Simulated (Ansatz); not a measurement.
CH₆BFSi₂, relaxed with RKS PBE-D4/def2-SVP in the Gaussian-basis code of Ansatz from a rough embedded geometry. The force threshold is 0.03 eV/Å; the program also tests the step.

Total charge 0; spin multiplicity 1. The bonds changed during the relaxation, so this is another structure than the one it started from.

Start:

```xyz
11

C     0.017   -1.130   -1.422
Si   -0.060    0.492   -0.497
F    -0.185    1.870   -1.405
B     1.110    0.736    1.088
Si   -0.849    0.516    1.414
H    -0.871   -1.314   -1.939
H     0.911   -1.120   -2.059
H     0.149   -1.927   -0.612
H     2.283    0.826    1.517
H    -1.365    1.813    1.894
H    -1.142   -0.761    2.022
```

**Question.** By how much does the energy fall, and how many steps does the optimiser take? (Estimate.)

**Answer.** Computed: 1.82 eV, in 21 steps.

**Question.** Which bonds change most? (An estimate is asked.)

**Answer.** Computed: B4–Si5 from 1.998 to 1.874 Å; Si2–B4 from 1.985 to 1.878 Å; C1–H6 from 1.044 to 1.110 Å; Si5–H11 from 1.445 to 1.506 Å.

**Question.** Give the relaxed structure. (An estimate is asked.)

**Answer.** Ansatz gave: 
```xyz
11

C    -0.207   -1.063   -1.440
Si    0.628    0.486   -0.803
F     1.478    1.063   -2.084
B     0.606    1.321    0.879
Si   -0.509    0.323    2.007
H    -0.864   -0.811   -2.298
H     0.558   -1.776   -1.812
H    -0.811   -1.556   -0.655
H     1.198    2.336    1.170
H    -0.853    0.613    3.445
H    -1.223   -0.936    1.592
```
